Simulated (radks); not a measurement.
Question: The mean radii <r> (bohr) of the occupied orbitals of an atom or ion are listed with their occupations. All-electron calculation, Dirac Kohn-Sham, BLYP, spin-unpolarised, spherical densities, finite nucleus; Fermi nuclear charge, rms radius of each element as measured or else 0.836 A^(1/3) + 0.57 fm. Program: a radial shooting solver on a logarithmic mesh with Libxc functionals.

| orbital | occ. | <r> |
|---|---|---|
| 1s1/2 | 2 | 0.03111 |
| 2s1/2 | 2 | 0.1345 |
| 2p1/2 | 2 | 0.1141 |
| 2p3/2 | 4 | 0.1192 |
| 3s1/2 | 2 | 0.3682 |
| 3p1/2 | 2 | 0.3599 |
| 3p3/2 | 4 | 0.3708 |
| 3d3/2 | 4 | 0.3434 |
| 3d5/2 | 6 | 0.3469 |
| 4s1/2 | 2 | 0.8942 |
| 4p1/2 | 2 | 0.9477 |
| 4p3/2 | 4 | 0.9743 |
| 4d3/2 | 4 | 1.154 |
| 4d5/2 | 2 | 1.164 |

Name the element and its charge. Open shells, if any, fill j = l - 1/2 first.

Answer: Z = 47, silver, charge +5: Ag5+ in [Kr] 4d6. The 1s radius gives Z: for a bare nucleus <r> = (2 gamma + 1)/(2Z) with gamma = sqrt(1 - (Z/c)^2), 0.03062 bohr for Z = 47, and screening makes it slightly larger (0.03111 here). The occupations add up to 42, and the charge is Z minus that.
